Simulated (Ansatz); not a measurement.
```xyz
25

C     2.370   -1.114   -1.878
C     0.970   -1.524   -2.279
O    -0.014   -0.761   -1.632
Al   -0.411   -0.477   -0.023
O    -1.668    0.574    0.358
C    -2.515    1.396   -0.401
C    -1.749    2.437   -1.188
O     0.425   -1.266    1.204
C     0.371   -1.222    2.605
C     0.665    0.159    3.148
H     2.524   -1.271   -0.807
H     3.115   -1.704   -2.418
H     2.541   -0.059   -2.105
H     0.822   -2.591   -2.068
H     0.838   -1.392   -3.360
H    -3.210    1.887    0.289
H    -3.120    0.788   -1.086
H    -2.434    3.082   -1.745
H    -1.157    3.065   -0.518
H    -1.075    1.958   -1.904
H    -0.613   -1.555    2.958
H     1.107   -1.938    2.990
H     1.653    0.497    2.823
H    -0.082    0.876    2.796
H     0.647    0.158    4.241
```

Total charge 0; spin multiplicity 1.

Task: List the r2SCAN/def2-TZVPP orbital energies in eV (Ansatz). (An estimate is asked.)

Result: The calculation gave: Occupied: -1516.64, -515.13, -515.13, -515.13, -274.21, -274.20, -274.20, -272.65, -272.65, -272.65, -110.17, -70.50, -70.30, -70.30, -26.04, -25.77, -25.77, -19.25, -19.20, -19.20, -15.89, -15.61, -15.61, -12.44, -11.96, -11.96, -11.62, -11.62, -11.45, -10.76, -10.49, -10.49, -9.46, -9.36, -9.35, -9.20, -9.10, -9.10, -7.18, -6.95, -6.95, -6.83, -6.63, -6.63. Lowest empty: -0.44, 0.45, 1.51, 1.52, 1.74, 2.67, 2.68, 2.73.
